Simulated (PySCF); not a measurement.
SMILES [Si](Cl)(Cl)(Cl)[SiH2][Si](C)(C)C, GFN2-xTB optimised geometry.

```
20

C      1.60    -0.68     0.00
Si    -0.31    -0.68     0.00
C     -0.94    -1.54    -1.59
C     -0.92     1.14     0.00
Si    -1.10    -1.78     1.92
Si     0.13    -1.25     3.82
Cl    -0.63    -1.81     5.61
Cl     2.01    -2.03     3.74
Cl     0.39     0.78     3.94
H      1.99    -0.14     0.86
H      2.00    -0.20    -0.89
H      2.00    -1.69     0.04
H     -0.60    -2.57    -1.63
H     -0.58    -1.04    -2.49
H     -2.02    -1.55    -1.63
H     -0.58     1.66     0.89
H     -2.00     1.19    -0.02
H     -0.55     1.69    -0.86
H     -2.51    -1.48     2.23
H     -1.09    -3.25     1.81
```

Density from PBE0/def2-SVP (PySCF) at that geometry.

Minimum of the electron density along straight lines between bonded atoms, close to the bond critical point (lines longer than 1.1 times the sum of covalent radii, or with two minima, are not listed):

```tsv
bond	length / Å	ρ at the minimum / e bohr⁻³	∇²ρ there / e bohr⁻⁵	position (fraction from the first atom)
C1–Si2	1.911	0.109	0.29	0.62
Si2–C3	1.912	0.109	0.29	0.38
Si2–C4	1.911	0.109	0.29	0.38
Si2–Si5	2.349	0.089	-0.04	0.35
Si5–Si6	2.328	0.091	0.00	0.34
Si6–Cl7	2.031	0.097	0.31	0.37
Si6–Cl8	2.040	0.096	0.29	0.37
Si6–Cl9	2.045	0.095	0.29	0.37
C1–H10	1.086	0.272	-0.98	0.63
C1–H12	1.086	0.272	-0.97	0.62
C3–H13	1.086	0.272	-0.97	0.62
C3–H14	1.086	0.271	-0.97	0.62
C3–H15	1.086	0.272	-0.97	0.62
C4–H16	1.086	0.273	-0.98	0.63
C4–H17	1.086	0.272	-0.97	0.62
C4–H18	1.086	0.271	-0.97	0.62
Si5–H19	1.473	0.114	0.32	0.49
Si5–H20	1.473	0.114	0.32	0.49
```
